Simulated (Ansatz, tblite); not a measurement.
Removing and adding an electron: TcO3(NH2) (TcNO3H2). Charge 0, multiplicity 1. Geometry: PBE-D4/def2-SVP. Ansatz, gas phase; energy differences of separate SCF runs; the oxidised species was run as a doublet alone; the reduced species was run as a doublet alone.

```csv
atom,x (Å),y (Å),z (Å)
Tc1,0.084,0.122,-0.732
O2,0.379,-1.372,-1.480
O3,-1.358,0.778,-1.327
O4,1.424,1.129,-0.973
N5,-0.138,-0.091,1.151
H6,-1.042,-0.326,1.573
H7,0.651,-0.241,1.787
```

In the def2 sets Tc takes a core potential; there is no spin–orbit coupling. The xTB rows come from tblite.

| level | −HOMO (eV) | vertical IE (eV) | −LUMO (eV) | vertical EA (eV) | HOMO–LUMO gap (eV) | IE − EA (eV) | remarks |
| --- | --- | --- | --- | --- | --- | --- | --- |
| GFN1-xTB | 14.35 | 18.13 | 12.27 | 8.50 | 2.09 | 9.63 | – |
| GFN2-xTB | 12.85 | 16.38 | 10.05 | 6.47 | 2.80 | 9.91 | – |
| r2SCAN-D4/def2-TZVP | 7.73 | 10.71 | 4.39 | – | 3.34 | – | restricted SCF unstable in HF (singlet) |
| PBE0-D4/def2-TZVPD | 8.83 | – | 3.74 | 1.71 | 5.09 | – | HOMO above zero (-1 doublet), restricted SCF unstable in HF (singlet) |

Problem. Estimate the rows for PBE-D4/def2-TZVP, PBE-D4/def2-TZVPD, r2SCAN-D4/def2-TZVPD, PBE0-D4/def2-TZVP.

Solution. 
| level | −HOMO (eV) | vertical IE (eV) | −LUMO (eV) | vertical EA (eV) | HOMO–LUMO gap (eV) | IE − EA (eV) | remarks |
| --- | --- | --- | --- | --- | --- | --- | --- |
| PBE-D4/def2-TZVP | 7.39 | 10.66 | 4.32 | – | 3.07 | – | – |
| PBE-D4/def2-TZVPD | 7.43 | – | 4.37 | 1.17 | 3.06 | – | HOMO above zero (-1 doublet), restricted SCF unstable in HF (singlet) |
| r2SCAN-D4/def2-TZVPD | 7.74 | – | 4.40 | 1.31 | 3.34 | – | HOMO above zero (-1 doublet), restricted SCF unstable in HF (singlet) |
| PBE0-D4/def2-TZVP | 8.81 | 10.83 | 3.71 | – | 5.10 | – | restricted SCF unstable in HF (singlet) |

   A HOMO above zero means that the electron is unbound at that level or that self-interaction error raises the level; the energy of removing that electron tells which. Raw xTB energy differences between charge states are shifted by several eV; the methods need an empirical correction for them.
